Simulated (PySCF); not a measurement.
Löwdin shares of the frontier orbitals

Compound: C₁₂H₂₇P.
Numbering: `[CH3:1][CH2:2][C@H:3]([CH3:4])[P:5]([C@@H:6]([CH3:7])[CH2:8][CH3:9])[C@@H:10]([CH3:11])[CH2:12][CH3:13]` (hydrogens: H14, H15, H16 on C1; H17, H18 on C2; H19 on C3; H20, H21, H22 on C4; H23 on C6; H24, H25, H26 on C7; H27, H28 on C8; H29, H30, H31 on C9; H32 on C10; H33, H34, H35 on C11; H36, H37 on C12; H38, H39, H40 on C13)

Structure used (PBE0-D3(BJ)/def2-SVP), in Å, numbered top down from 1:
```xyz
40
C12H27P angstrom
C     -1.610    3.736   -0.326
C     -0.879    2.611    0.393
C     -1.283    1.205   -0.069
C     -2.681    0.834    0.419
P     -0.028   -0.015    0.594
C     -0.684   -1.664   -0.012
C     -0.936   -1.791   -1.508
C      0.211   -2.779    0.543
C     -0.362   -4.181    0.395
C      1.481    0.241   -0.519
C      1.246    0.946   -1.850
C      2.618    0.909    0.267
C      3.149    0.079    1.424
H     -2.700    3.678   -0.184
H     -1.419    3.702   -1.411
H     -1.284    4.721    0.040
H      0.206    2.751    0.256
H     -1.045    2.682    1.482
H     -1.280    1.186   -1.173
H     -3.051   -0.094   -0.042
H     -2.693    0.695    1.513
H     -3.408    1.624    0.177
H     -1.653   -1.746    0.515
H      0.009   -1.784   -2.075
H     -1.451   -2.735   -1.749
H     -1.566   -0.974   -1.892
H      0.402   -2.572    1.610
H      1.200   -2.736    0.050
H     -1.348   -4.260    0.882
H      0.299   -4.928    0.861
H     -0.488   -4.471   -0.659
H      1.811   -0.791   -0.739
H      0.955    1.999   -1.710
H      0.465    0.462   -2.453
H      2.173    0.946   -2.447
H      2.280    1.893    0.639
H      3.441    1.125   -0.437
H      3.958    0.601    1.955
H      3.549   -0.885    1.068
H      2.350   -0.141    2.149
```

Theory: TDDFT PBE0/def2-SVPD, vertical, gas phase, core orbitals frozen in the response in PySCF 2.14.0, density-fitted response routines.

Kohn–Sham orbitals with the atoms that hold most of them (Löwdin shares over 4%, at most four atoms; ? is withheld):

```
orbital  ε (eV)                             atoms
 LUMO+2    0.89      C9 14%, C8 6%, H30 5%, C1 5%
 LUMO+1    0.82     H32 7%, C13 7%, C4 7%, C10 6%
   LUMO    0.56       C7 8%, C11 7%, C1 7%, C4 6%
   HOMO   -6.01                                 ?
 HOMO-1   -7.92     P5 18%, C3 17%, C6 13%, C2 7%
 HOMO-2   -7.95  C10 18%, P5 17%, C6 12%, C12 10%
 HOMO-3   -9.02   C12 15%, C10 11%, C2 8%, C13 8%
```

**Question.** Which atoms hold the HOMO, and with what shares?

**Answer.** P5 (bonded to 3 C) 55%; C3 (bonded to 2 C, P and H) 10%; C10 (bonded to 2 C, P and H) 8%; C6 (bonded to 2 C, P and H) 8%. By element: phosphorus 55%, carbon 25% or more.

**Question.** How does S1 compare with the orbital gap of 6.57 eV?

**Answer.** S1 is at 5.70 eV (f = 0.030), 0.87 eV below the gap, made of HOMO→LUMO (95%). Without the coupling terms of the response equations the lowest excitation would equal the gap.

**Question.** One configuration dominates each of S1 and S2. Which, and how do the shares of the two leading atoms of either orbital change from the occupied to the empty one?

**Answer.** 
- S1 (5.70 eV, f 0.030), HOMO→LUMO (95%): P5 55% → at most 6%, C3 10% → at most 6%, C7 at most 8% → 8%, C11 at most 8% → 7%
- S2 (5.86 eV, f 0.036), HOMO→LUMO+1 (79%): P5 55% → at most 6%, C3 10% → at most 6%, H32 at most 8% → 7%, C13 at most 8% → 7%

Löwdin shares depend on the basis, the more so with diffuse functions.

One conformer stands for the species.
